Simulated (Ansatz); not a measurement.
Geometry optimisation, Ansatz 0.2.0, RKS BHLYP/6-31G*.

The input (input.yaml):

```yaml
crystal:
  periodic: [false, false, false]
  atoms:
    - { symbol: C, position_ang: [-1.1715, 1.8768, 1.7068] }
    - { symbol: C, position_ang: [-0.6662, 0.8537, 1.2051] }
    - { symbol: C, position_ang: [-0.1388, -0.204, 0.6966] }
    - { symbol: "N", position_ang: [0.2315, -0.2786, -0.6306] }
    - { symbol: Si, position_ang: [0.9688, -1.4334, -1.5782] }
    - { symbol: H, position_ang: [-0.617, 2.7281, 2.1243] }
    - { symbol: H, position_ang: [-2.2708, 2.0374, 1.6858] }
    - { symbol: H, position_ang: [0.1859, -1.0451, 1.3237] }
    - { symbol: H, position_ang: [-0.0311, 0.59, -1.0856] }
    - { symbol: H, position_ang: [0.6993, -2.7749, -0.9909] }
    - { symbol: H, position_ang: [2.4029, -1.1148, -1.493] }
    - { symbol: H, position_ang: [0.484, -1.2904, -2.93] }
basis:
  gaussian: { orbitals: "6-31G*" }
hamiltonian:
  xc: { name: BHLYP }
relax:
  f_tol: 0.02
  max_steps: 50
output:
  orbitals: {}
```

Launched with:

```bash
$ ansatz run input.yaml --threads 2 --pin off --max-ram 3072MiB --backend cpu --events-out ev --progress --plain --runs-dir out
```

Q: Where does it end, and by what steps?

A: It converged. After 7 steps the energy has fallen by 0.436 eV; H9 moved furthest, 0.29 Å.

```tsv
step	energy less start (eV)	largest force component (eV/Å)	accepted
0	0.0000	4.076	yes
1	-0.2684	1.375	yes
2	-0.4178	0.474	yes
3	-0.4281	0.268	yes
4	-0.4306	0.288	yes
5	-0.4321	0.151	yes
6	-0.4354	0.070	yes
7	-0.4358	0.007	yes
```

```xyz
12
Properties=species:S:1:pos:R:3
C -1.172 1.932 1.826
C -0.675 0.906 1.203
C -0.190 -0.134 0.583
N 0.046 -0.244 -0.790
Si 1.049 -1.439 -1.539
H -0.543 2.701 2.254
H -2.238 2.064 1.950
H 0.040 -1.024 1.151
H -0.211 0.575 -1.311
H 0.782 -2.732 -0.881
H 2.505 -1.182 -1.445
H 0.683 -1.478 -2.966
```

Whether the end is a true minimum wasn't checked by a vibrational analysis.

Run time: 23 s on 2 threads of Arm Neoverse V1 (shared host), peak memory 0.2 GiB.
